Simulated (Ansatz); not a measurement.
This geometry of BFH₆OSi (10 atoms, charge 0, multiplicity 1) is a first-order saddle point.

Method: RKS PBE0/def2-SVP (Ansatz 0.2.0).

```xyz
10
Properties=species:S:1:pos:R:3
B -0.029 -0.197 0.023
F 0.307 -0.036 1.614
H 0.849 0.365 -0.586
H -1.192 0.098 -0.145
O 0.211 -1.668 0.232
Si -0.774 -2.953 -0.259
H -0.172 -4.188 0.310
H -2.160 -2.763 0.256
H -0.776 -2.998 -1.746
H 0.388 -1.107 1.375
```

(1) Which two structures does it join? (They come from a converged band through this point; their orientation in space is the band's.)

(2) How far does it lie above each of them?

Answers

(1) Bonds broken: B1–F2, O5–H10. Bonds formed: F2–H10. BFH6OSi becomes BH5OSi + FH.

First end point:

```xyz
10
Properties=species:S:1:pos:R:3
B -0.130 -0.093 0.171
F -0.555 0.182 1.447
H 0.846 0.537 -0.198
H -1.033 -0.268 -0.647
O 0.425 -1.671 0.281
Si -0.760 -2.840 -0.181
H -0.192 -4.141 0.274
H -2.045 -2.559 0.505
H -0.861 -2.782 -1.656
H 0.957 -1.812 1.076
```

Last end point:

```xyz
10
Properties=species:S:1:pos:R:3
B 0.084 -0.137 -0.751
F 0.207 -1.672 2.639
H 0.623 0.861 -0.333
H -0.233 -0.268 -1.915
O -0.162 -1.136 0.130
Si -0.879 -2.673 -0.085
H 0.141 -3.694 0.265
H -2.061 -2.741 0.808
H -1.280 -2.786 -1.516
H 0.213 -1.203 1.830
```

(2) 0.80 eV above the first and 0.44 eV above the second. This is the barrier of this one path; another mechanism may lie lower. The orbitals stay closed-shell, which can raise the energy where a bond breaks towards radicals; this wasn't checked here.

Time of the run: 3.2 min on 2 threads of Intel(R) Xeon(R) Platinum 8488C (Sapphire Rapids), on a shared host, peak memory 0.19 GiB.
